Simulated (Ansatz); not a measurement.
Ansatz (a program for electronic structure) input for Cl2H5NSi2, SMILES Cl[SiH2]N[SiH2]Cl, CAM-B3LYP/def2-SVPD. Coordinates come from a PBE0-D3(BJ)/def2-SVP optimisation. One conformer was computed; it need not be the lowest.

Ansatz 0.2 input:
```yaml
crystal:
  periodic: [false, false, false]
  atoms:
    - {symbol: Si, position_ang: [-0.80723842, 1.32524016, 0.05512609]}
    - {symbol: Cl, position_ang: [0.37749212, 3.02671322, 0.10738284]}
    - {symbol: N, position_ang: [0.00000001, 0.00000000, -0.70961223]}
    - {symbol: Si, position_ang: [0.80723842, -1.32524015, 0.05512609]}
    - {symbol: Cl, position_ang: [-0.37749213, -3.02671323, 0.10738284]}
    - {symbol: H, position_ang: [-2.02984664, 1.68600826, -0.70810499]}
    - {symbol: H, position_ang: [-1.09607417, 0.93442752, 1.45804234]}
    - {symbol: H, position_ang: [0.00000001, -0.00000000, -1.72713633]}
    - {symbol: H, position_ang: [2.02984665, -1.68600826, -0.70810497]}
    - {symbol: H, position_ang: [1.09607416, -0.93442753, 1.45804235]}
basis:
  gaussian:
    orbitals: def2-SVPD
hamiltonian:
  xc: {name: CAM-B3LYP}
```

Output:

```
WARN ansatz: RAYON_NUM_THREADS=1 ignored (pool sized by the plan → 1); use --threads N
Functional definition: CAM-B3LYP
integrals: 0.15 GiB planned
1521 factors; their error is unknown
integrals: 0.18 GiB planned
632 factors; integrals over basis functions are off by at most 2.3e-5 eV
mean field: 1.34 GiB planned
mean field evaluation 1: about -42358.5064 eV, gradient 4.7e1 eV
mean field evaluation 2: about -42356.2320 eV, gradient 5.6e1 eV
mean field evaluation 4: about -42362.8676 eV, gradient 1.8e0 eV
mean field evaluation 8: about -42362.8798 eV, gradient 5.1e-2 eV
mean field evaluation 16: about -42363.0889 eV, gradient 5.1e-5 eV
mean field -42363.08891505 eV, -1556.8148028951 hartree, gradient 5.1e-5 eV, S^2 0.000000; 0 other end points of the search recorded, 0 dependent functions left out
reference -42363.08907296 eV, -1556.8148086983 hartree; 37, 37 occupied and 125, 125 virtual orbitals, 1521 factors
Total energy: -42363.08907296 eV, -1556.8148086983 hartree
```

The run converged.

Cost: around 6 core-seconds (rough).
